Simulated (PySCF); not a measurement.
Pb(Br)(SiH3) (BrH3PbSi), SMILES [SiH3][Pb][Br] (connectivity only; charge and spin as stated), neutral, multiplicity 1.

Geometry: PBE-D3(BJ)/def2-SVP. The structure was generated by enumeration; whether it is a known compound was not checked. The def2 effective core potentials stand for the cores of Pb; spin–orbit coupling is left out.

Calculation: PBE/def2-TZVPD in PySCF.

Symmetry labels are those of the subgroup Cs that the program uses (full group Cs).

Computed valence orbital energies around the gap with their symmetry:
| orbital | symmetry | energy (eV) |
|---|---|---|
| HOMO−7 | A' | -13.49 |
| HOMO−6 | A' | -12.16 |
| HOMO−5 | A' | -8.27 |
| HOMO−4 | A" | -8.26 |
| HOMO−3 | A' | -7.50 |
| HOMO−2 | A" | -6.98 |
| HOMO−1 | A' | -6.95 |
| HOMO | A' | -5.59 |
| LUMO | A" | -3.98 |
| LUMO+1 | A' | -2.15 |
| LUMO+2 | A' | -1.17 |
| LUMO+3 | A' | -0.38 |
